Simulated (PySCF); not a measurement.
Species: C₄H₁₀AlN.
Atom-mapped SMILES: `[AlH2:1][N:2]1[CH2:3][CH2:4][CH2:5][CH2:6]1` (hydrogens: H7, H8 on Al1; H9, H10 on C3; H11, H12 on C4; H13, H14 on C5; H15, H16 on C6)

All values: CAM-B3LYP/def2-SVPD (PySCF, non-relativistic), on one gas-phase PBE0-D3(BJ)/def2-SVP geometry that isn't relaxed in the solvent. The solvent is an IEF-PCM continuum (cavity from Bondi-type radii × 1.2), and excitations are vertical TDDFT with non-equilibrium linear response and a frozen core. The model holds no explicit solvent molecules, cavitation or dispersion.

Gas-phase singlets (H = HOMO, L = LUMO):

```tsv
state	E (eV)	λ (nm)	f	leading configurations
S1	5.190	239	0.163	H→L 98%
S2	5.912	210	0.018	H→L+1 78%, H→L+2 13%
S3	6.180	201	0.000	H-1→L 97%
S4	6.813	182	0.017	H→L+3 82%
S5	7.047	176	0.000	H→L+2 66%, H→L+1 13%, H→L+6 9%
```

Question: Give the list for benzene (ε = 2.271), n² = 2.25.

Answer: 
```
state  E (eV)  λ (nm)      f          leading configurations  change by rank (eV)
   S1   5.138     241  0.203                         H→L 98%               -0.052
   S2   5.884     211  0.023            H→L+1 73%, H→L+2 18%               -0.028
   S3   6.258     198  0.000                       H-1→L 96%               +0.078
   S4   6.756     184  0.024                       H→L+3 78%               -0.057
   S5   7.003     177  0.001  H→L+2 63%, H→L+1 14%, H→L+3 9%               -0.044
```

Question: How does the list change in dichloromethane (ε = 8.93)?

Answer: 
```tsv
state	E (eV)	λ (nm)	f	leading configurations	change by rank (eV)
S1	5.192	239	0.197	H→L 98%	+0.002
S2	5.902	210	0.020	H→L+1 70%, H→L+2 21%	-0.010
S3	6.405	194	0.000	H-1→L 95%	+0.225
S4	6.724	184	0.021	H→L+3 71%, H→L+1 11%	-0.089
S5	6.981	178	0.001	H→L+2 58%, H→L+3 18%, H→L+1 14%	-0.066
```

Question: How do the frontier levels move from gas to dichloromethane?

Answer: 
| orbital | gas (eV) | solvent (eV) | change (eV) |
| --- | --- | --- | --- |
| LUMO+2 | 1.59 | 1.68 | +0.09 |
| LUMO+1 | 0.97 | 1.13 | +0.16 |
| LUMO | 0.18 | 0.45 | +0.27 |
| HOMO | -7.83 | -7.65 | +0.18 |
| HOMO-1 | -9.69 | -9.71 | -0.02 |
| HOMO-2 | -10.39 | -10.18 | +0.21 |
| HOMO-3 | -10.49 | -10.35 | +0.14 |

The HOMO–LUMO gap goes from 8.01 to 8.11 eV.
